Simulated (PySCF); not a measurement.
Gas-phase reaction: 3 SiH2Br2 → 2 SiHBr3 + 2 H2 + Si

Computed with PySCF and rigid-rotor harmonic-oscillator thermochemistry at 1 bar. Table values come from the NASA 1993 polynomials. † marks an energy on the PBE0/def2-TZVP geometry and frequencies; other levels use their own. CCSD(T) freezes the core. 6-31G* has spherical d functions here. Open shells (unrestricted): Si (multiplicity 3, electronic degeneracy 9); the rest are closed-shell singlets. Spin-orbit splitting is ignored; it lowers the true energy and changes the entropy of Si. B3LYP is the form with VWN-RPA correlation. Br: all electrons, no relativistic terms. CCSD(T) isn't extrapolated to the basis-set limit; its ΔH°(298 K) is 400.3 kJ in def2-SVP and 412.3 kJ in def2-TZVPP. The harmonic model lacks anharmonicity and excited electronic states, which grow with temperature; levels with a mode under 35 cm⁻¹ are left out. Soft modes under 120 cm⁻¹ make the harmonic entropy rough for SiH2Br2, SiHBr3. The table's entry may be an old estimate for SiH2Br2, SiHBr3 (not checked at source).

ΔH° and ΔS° at 298 K: table 415 kJ, 195 J/K; B3LYP/6-31G* 413 kJ, 198 J/K; B3LYP/def2-TZVP† 424 kJ, 198 J/K; CCSD(T)/def2-SVP† 400 kJ, 198 J/K.

Task: With the heat capacities included, give log10 K at 500, 800, 1200, 2000, 2500 K for each.

Result: 
```
T (K)  table  B3LYP/6-31G*  B3LYP/def2-TZVP†  CCSD(T)/def2-SVP†
-----  -----  ------------  ----------------  -----------------
500    -33.0         -32.6             -33.7              -31.3
800    -16.4         -16.1             -16.8              -15.3
1200    -7.1          -6.9              -7.3               -6.3
2000     0.3           0.4               0.1                0.7
2500     2.4           2.6               2.3                2.8
```
Ten kJ in ΔG° is worth 1.04 decades in K at 500 K and 0.21 at 2500 K. Holding ΔH° and ΔS° at their 298 K values would give 1.5 (table), 1.7 (B3LYP/6-31G*), 1.5 (B3LYP/def2-TZVP†) at 2500 K.
